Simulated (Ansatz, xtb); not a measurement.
**C6H7F3: which of two isomers lies lower**

We compare I, `C=C[C@@H]1C[C@H]1C(F)(F)F`, a singlet, with II, `C=CC1(C(F)(F)F)CC1`, a singlet. Both are isolated molecules in the gas phase, relaxed with PBE0-D3(BJ)/def2-SVP, each in the lowest conformer that the search found.

Quicker runs give these differences E(II) − E(I): GFN2-xTB −0.20 kcal/mol; HF/STO-3G +0.31 kcal/mol (at GFN2-xTB geometries); r2SCAN-D4/def2-SVP +0.25 kcal/mol (at GFN2-xTB geometries).

Task: Estimate which is lower in electronic energy at CCSD(T)/def2-SVP + ΔMP2/def2-TZVPP, and by roughly how much.

Result: CCSD(T)/def2-SVP + ΔMP2/def2-TZVPP gives E(II) − E(I) = −0.05 kcal/mol, slightly favouring structure II, which is too small a margin to settle the true order.

How the difference moves with the method:

| level | geometry | E(II) − E(I) (kcal/mol) | departure from the last row (kcal/mol) | job, with rough time for the two |
| --- | --- | --- | --- | --- |
| GFN2-xTB | GFN2-xTB | −0.20 | −0.15 | optimisation, 0.29 s |
| HF/STO-3G | GFN2-xTB | +0.31 | +0.35 | single point, 0.72 s |
| r2SCAN-D4/def2-SVP | GFN2-xTB | +0.25 | +0.29 | single point, 9 s |
| PBE0-D3(BJ)/def2-SVP | PBE0-D3(BJ)/def2-SVP | +0.41 | +0.45 | optimisation, 2 min |
| HF/def2-SVP | PBE0-D3(BJ)/def2-SVP | +1.41 | +1.46 | part of the CCSD(T) run |
| MP2/def2-SVP | PBE0-D3(BJ)/def2-SVP | −0.70 | −0.66 | part of the CCSD(T) run |
| CCSD(T)/def2-SVP | PBE0-D3(BJ)/def2-SVP | −0.54 | −0.50 | single point |
| CCSD(T)/def2-SVP + ΔMP2/def2-TZVPP | PBE0-D3(BJ)/def2-SVP | −0.05 |  | single point, 6.6 min |

As drawn, both hold the same kinds of bond in the same numbers.

The largest departure from CCSD(T)/def2-SVP + ΔMP2/def2-TZVPP is that of HF/def2-SVP, 1.46 kcal/mol. The last row adds to CCSD(T) the change of the MP2 difference between the two basis sets, here +0.50 kcal/mol.

With thermal terms from frequencies at re-optimised GFN2-xTB minima (ideal gas, soft modes damped towards free rotors, one conformer each, 298.15 K, 1 atm): on the last row, ΔE + ΔZPE = −0.11, ΔH = −0.14, ΔG = +0.18 kcal/mol.

The correlated steps freeze 9 core orbitals. Mirror images aren't counted in ΔG. Codes used: Ansatz 0.2.0, xtb 6.7.1; the last row on 2 threads of Arm Neoverse V2 on a shared host.
